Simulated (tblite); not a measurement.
C3H10NOSi (doublet state).
Z-matrix (Å and degrees, GFN2-xTB geometry), rows numbered from 1:
```
C 
C   1  1.4727
O   2  1.4084  1  114.45
C   3  1.4172  2  113.58  1    70.89
Si  4  1.9026  3  106.48  2  -176.70
N   5  1.7187  4  104.57  3   -60.01
H   1  1.0717  2  119.99  3    21.93
H   1  1.0713  2  119.98  3  -165.35
H   2  1.1072  1  110.25  3   124.73
H   2  1.1061  1  110.70  3  -117.73
H   4  1.0963  3  110.27  2   -55.59
H   4  1.0986  3  109.64  2    61.70
H   5  1.4706  4  108.06  3    64.99
H   5  1.4657  4  110.27  3  -174.55
H   6  1.0085  5  117.36  4    38.89
H   6  1.0071  5  119.70  4   177.00
```

Computed with GFN2-xTB (tblite): harmonic, unscaled wavenumbers at the GFN2-xTB geometry, gas phase. Against measured fundamentals such values can be off by several per cent, at times by over 20. Modes of hydrogen on silicon can be 10 to 20 % off. One conformer, not necessarily the lowest. Open shells enter through the occupations alone, without spin polarisation, and single modes of such species can be off by tens of per cent.

Harmonic wavenumbers (cm⁻¹): 44.0, 55.1, 123.6, 137.3, 173.2, 235.0, 252.2, 321.0, 409.4, 469.1, 513.0, 538.9, 574.5, 689.0, 748.0, 784.4, 811.4, 841.6, 881.4, 909.1, 923.8, 1033.7, 1075.3, 1131.4, 1186.7, 1203.1, 1300.1, 1315.0, 1374.7, 1420.5, 1499.0, 1507.1, 2184.3, 2238.1, 2753.9, 2796.0, 2861.3, 2906.2, 3141.5, 3192.1, 3463.9, 3503.4.

A = 7465, B = 1278, C = 1164 MHz; mass 104.053 u (most abundant isotopes); point group C1, symmetry number 1; spin multiplicity 2.

Task: Zero-point energy?

Result: Half the sum of the wavenumbers: 26761 cm⁻¹ = 76.51 kcal/mol.

Task: Give the ideal-gas entropy at 350 K and 1 bar in the rigid-rotor, harmonic-oscillator model (classical rotation).

Result: Translation 40.66, rotation 28.24, vibration 33.02, spin (R ln 2) 1.38: S = 103.3 cal/(mol K).

Task: And Cp and H(350 K) − H(0)?

Result: Cp = 40.24 cal/(mol K), of which vibrations give 32.29 (their classical limit is 42 R = 83.5); H(350 K) − H(0) = 8.68 kcal/mol without the zero-point energy, 5.90 from vibrations.

Task: Blend soft modes into free rotors: weight 1/[1 + (100 cm⁻¹/ν̃)⁴] for the oscillator and the rest for a rotor with moment μB/(μ + B), μ = h/(8π²ν), B = 10⁻⁴⁴ kg m². What vibrational entropy results?

Result: 30.01 cal/(mol K) in place of 33.02, which changes −T·S at 350 K by +1.05 kcal/mol.

Task: Which modes carry the vibrational entropy at 350 K?

Result: 44.0 cm⁻¹: 5.39; 55.1 cm⁻¹: 4.94; 123.6 cm⁻¹: 3.35; 137.3 cm⁻¹: 3.15; 173.2 cm⁻¹: 2.70; 235.0 cm⁻¹: 2.13 cal/(mol K); the other 36 give 11.35 together.

Hindered rotation and anharmonicity are outside this model. Other conformers, if any are populated, would add a mixing term that is left out. The structure is chiral; the term R ln 2 for an equal mix with its mirror image is left out.
